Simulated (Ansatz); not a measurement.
Sn(OAc)Me3 (C5H12O2Sn). The state is a triplet with charge 0. Geometry r2SCAN-D4/def2-SVP, that of the neutral singlet; atoms count from 1.

```xyz
20

Sn   -0.1241    0.8607    0.2194
O    -0.1770   -1.2198    0.5594
C     0.2902   -1.7685   -0.5350
C     0.3443   -3.2730   -0.5200
O     0.6546   -1.0877   -1.4935
H     0.7547   -3.6522   -1.4630
H    -0.6674   -3.6744   -0.3571
H     0.9601   -3.6106    0.3271
C    -1.4903    1.3100   -1.3738
H    -0.9719    1.2220   -2.3375
H    -1.9063    2.3214   -1.2553
H    -2.3145    0.5820   -1.3443
C     1.9300    1.4498    0.0189
H     2.0725    2.4846    0.3638
H     2.2390    1.3522   -1.0300
H     2.5485    0.7819    0.6366
C    -0.9294    1.4103    2.1424
H    -0.2757    1.0346    2.9431
H    -1.9303    0.9720    2.2681
H    -1.0069    2.5047    2.2307
```

In the def2 sets Sn takes a core potential; there is no spin–orbit coupling. At PBE0-D4/def2-TZVP a singlet of charge 0 lies 5.42 eV below the triplet at the same geometry.

(1) Estimate the Mulliken populations from the PBE0/def2-TZVP orbitals of Ansatz.

(2) Where does the spin sit?

(3) And the Mayer bond orders between heavy atoms (over 0.3)?

Results:

(1) 
```csv
atom,charge (e),spin (α − β)
Sn1,0.97,0.02
O2,-0.48,0.22
C3,0.24,0.70
C4,-0.37,-0.01
O5,-0.18,0.92
H6,0.12,0.00
H7,0.12,0.06
H8,0.12,0.06
C9,-0.63,0.01
H10,0.16,0.00
H11,0.15,0.00
H12,0.16,0.00
C13,-0.63,0.01
H14,0.15,0.00
H15,0.16,0.00
H16,0.16,0.00
C17,-0.64,0.01
H18,0.15,0.00
H19,0.15,0.00
H20,0.14,0.00
```
Mulliken values depend strongly on the basis.

(2) Summed by element: Sn 0.02, O 1.14, C 0.72, H 0.12, of 2 unpaired in all. Largest on single atoms: O5 0.92, C3 0.70, O2 0.22.

(3) Sn1–O2 0.71 (2.11 Å); Sn1–C9 0.89 (2.15 Å); Sn1–C13 0.89 (2.15 Å); Sn1–C17 0.90 (2.16 Å); O2–C3 1.09 (1.31 Å); C3–C4 1.04 (1.51 Å); C3–O5 1.15 (1.23 Å).
